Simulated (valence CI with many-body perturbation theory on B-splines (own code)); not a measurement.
Forbidden lines of Kr¹⁴⁺

Level of theory: relativistic CI+MBPT: four valence electrons over a frozen Dirac-Fock core [Ar], radial functions for each j: 7 s, 7 p, 8 d, 6 f, 4 g, 1 h, with the one-electron correlation potential Σ1, the two-electron term Σ2, the three-electron term Σ3, Breit, model QED; selected CI, second order for the rest, scaled by the run's own slope (own B-spline code, finite nucleus).

No measured spectrum was set against this ion. As an estimate, terms of the open shell hold to 2 to 4 % of their energy, and close levels can change places. The list stops below the first excitations out of the core. Only levels of the ground parity were solved; by the run's estimate the other parity begins above the list, which can be wrong where configurations are misplaced.

Lines 51 to 100 of 120 in falling wavelength, among levels below 653170 cm⁻¹, chosen from the decays that carry over 1 % of a level's rate. Wavelengths and rates use the calculated energies, so an error of 2000 cm⁻¹ moves a line at 236.1 nm by 4.7 % and its rate by three times that or more. Electric multipoles are in the length gauge, E1 and E2 with the static RPA response of the core. Weak lines are less certain than strong ones. Lines between different terms over intervals too small for the method are left out, as are lines whose strength nearly cancels. Branching is blank where the lifetime is uncertain.

Names give the largest LS component (configuration and term), which can be under half, so a name can repeat, a term be missing and a line seem to break the LS rules; names also repeat where a configuration has a term twice. Letters in brackets count levels of one name in rising energy.

| λ vac (nm) | Upper | Lower | Type | A (s⁻¹) | Branch % |
| --- | --- | --- | --- | --- | --- |
| 236.1 | 3d⁴ ¹S_0 [a] | 3d⁴ ³P_1 [a] | M1 | 3.48e+02 | 100.0 |
| 232.6 | 3d⁴ ³D_1 | 3d⁴ ³P_0 [a] | M1 | 4.00e+01 | 18.2 |
| 221.4 | 3d⁴ ³H_4 | 3d⁴ ⁵D_3 | M1 | 5.43e+00 | 17.9 |
| 214.9 | 3d⁴ ³H_5 | 3d⁴ ⁵D_4 | M1 | 6.60e-01 | 15.1 |
| 210.7 | 3d⁴ ³P_0 [a] | 3d⁴ ⁵D_1 | M1 | 3.72e+02 | 100.0 |
| 205.0 | 3d⁴ ¹F_3 | 3d⁴ ³G_3 | M1 | 1.68e+01 |  |
| 204.7 | 3d⁴ ¹F_3 | 3d⁴ ³G_4 | M1 | 2.57e+01 |  |
| 204.1 | 3d⁴ ¹D_2 [a] | 3d⁴ ³F_2 [a] | M1 | 3.98e+01 | 13.6 |
| 203.9 | 3d⁴ ³F_4 [b] | 3d⁴ ¹G_4 [a] | M1 | 1.39e+01 |  |
| 202.7 | 3d⁴ ³F_3 [a] | 3d⁴ ⁵D_4 | M1 | 8.28e+00 | 6.6 |
| 197.9 | 3d⁴ ¹D_2 [a] | 3d⁴ ³F_3 [a] | M1 | 8.14e+01 | 27.9 |
| 194.0 | 3d⁴ ¹F_3 | 3d⁴ ³P_2 [a] | M1 | 7.06e+00 |  |
| 189.7 | 3d⁴ ³P_2 [b] | 3d⁴ ³D_2 | M1 | 4.58e+01 | 19.6 |
| 186.9 | 3d⁴ ¹D_2 [a] | 3d⁴ ³P_1 [a] | M1 | 2.42e+01 | 8.3 |
| 186.8 | 3d⁴ ³F_4 [a] | 3d⁴ ⁵D_4 | M1 | 1.21e+02 | 67.9 |
| 186.7 | 3d⁴ ³F_3 [a] | 3d⁴ ⁵D_3 | M1 | 7.85e+01 | 62.8 |
| 183.3 | 3d⁴ ³P_2 [b] | 3d⁴ ³D_3 | M1 | 1.11e+01 | 4.7 |
| 183.1 | 3d⁴ ³P_1 [a] | 3d⁴ ⁵D_2 | M1 | 2.67e+02 | 89.2 |
| 181.6 | 3d⁴ ³F_2 [a] | 3d⁴ ⁵D_3 | M1 | 6.97e+00 | 6.4 |
| 180.1 | 3d⁴ ³F_2 [b] | 3d⁴ ³D_1 | M1 | 4.61e+01 | 14.4 |
| 175.7 | 3d⁴ ¹F_3 | 3d⁴ ³F_4 [a] | M1 | 9.62e+00 |  |
| 173.6 | 3d⁴ ³F_3 [a] | 3d⁴ ⁵D_2 | M1 | 3.45e+01 | 27.6 |
| 173.1 | 3d⁴ ³F_4 [a] | 3d⁴ ⁵D_3 | M1 | 3.09e+01 | 17.4 |
| 172.6 | 3d⁴ ³F_4 [b] | 3d⁴ ³D_3 | M1 | 6.22e+01 |  |
| 172.1 | 3d⁴ ³F_2 [b] | 3d⁴ ³D_2 | M1 | 5.62e+01 | 17.5 |
| 169.2 | 3d⁴ ³F_2 [a] | 3d⁴ ⁵D_2 | M1 | 6.08e+01 | 56.3 |
| 166.8 | 3d⁴ ³F_2 [b] | 3d⁴ ³D_3 | M1 | 1.43e+01 | 4.5 |
| 165.0 | 3d⁴ ³P_1 [a] | 3d⁴ ⁵D_0 | M1 | 1.09e+01 | 3.6 |
| 163.6 | 3d⁴ ¹F_3 | 3d⁴ ³F_3 [a] | M1 | 2.18e+01 |  |
| 162.3 | 3d⁴ ³G_4 | 3d⁴ ⁵D_4 | M1 | 2.59e+01 | 54.7 |
| 162.1 | 3d⁴ ³G_3 | 3d⁴ ⁵D_4 | M1 | 7.57e+00 | 7.2 |
| 159.5 | 3d⁴ ³F_2 [a] | 3d⁴ ⁵D_1 | M1 | 4.02e+01 | 37.2 |
| 158.4 | 3d⁴ ³P_2 [a] | 3d⁴ ⁵D_3 | M1 | 1.23e+02 | 81.0 |
| 151.9 | 3d⁴ ³G_4 | 3d⁴ ⁵D_3 | M1 | 1.14e+01 | 23.9 |
| 151.7 | 3d⁴ ³G_3 | 3d⁴ ⁵D_3 | M1 | 4.38e+01 | 41.5 |
| 151.4 | 3d⁴ ³G_5 | 3d⁴ ⁵D_4 | M1 | 2.35e+00 | 4.9 |
| 151.3 | 3d⁴ ³F_4 [b] | 3d⁴ ³G_5 | M1 | 3.42e+01 |  |
| 143.9 | 3d⁴ ¹F_3 | 3d⁴ ³H_4 | M1 | 1.39e+01 |  |
| 143.0 | 3d⁴ ³G_3 | 3d⁴ ⁵D_2 | M1 | 2.07e+01 | 19.7 |
| 141.9 | 3d⁴ ³F_4 [b] | 3d⁴ ³G_3 | M1 | 2.13e+01 |  |
| 141.8 | 3d⁴ ³F_4 [b] | 3d⁴ ³G_4 | M1 | 7.28e+00 |  |
| 138.0 | 3d⁴ ³F_2 [b] | 3d⁴ ³G_3 | M1 | 1.13e+02 | 35.3 |
| 134.7 | 3d⁴ ³D_3 | 3d⁴ ⁵D_4 | M1 | 8.73e+01 | 56.6 |
| 127.5 | 3d⁴ ³D_3 | 3d⁴ ⁵D_3 | M1 | 1.95e+01 | 12.7 |
| 127.2 | 3d⁴ ³F_4 [b] | 3d⁴ ³F_4 [a] | M1 | 4.63e+01 |  |
| 125.9 | 3d⁴ ³P_2 [b] | 3d⁴ ³F_3 [a] | M1 | 4.85e+00 | 2.1 |
| 124.6 | 3d⁴ ³D_2 | 3d⁴ ⁵D_3 | M1 | 9.20e+01 | 48.4 |
| 121.7 | 3d⁴ ³F_4 [b] | 3d⁴ ³H_6 | E2 | 6.42e+00 |  |
| 121.3 | 3d⁴ ³P_2 [b] | 3d⁴ ³P_1 [a] | M1 | 1.58e+01 | 6.8 |
| 121.2 | 3d⁴ ³D_3 | 3d⁴ ⁵D_2 | M1 | 3.35e+01 | 21.7 |
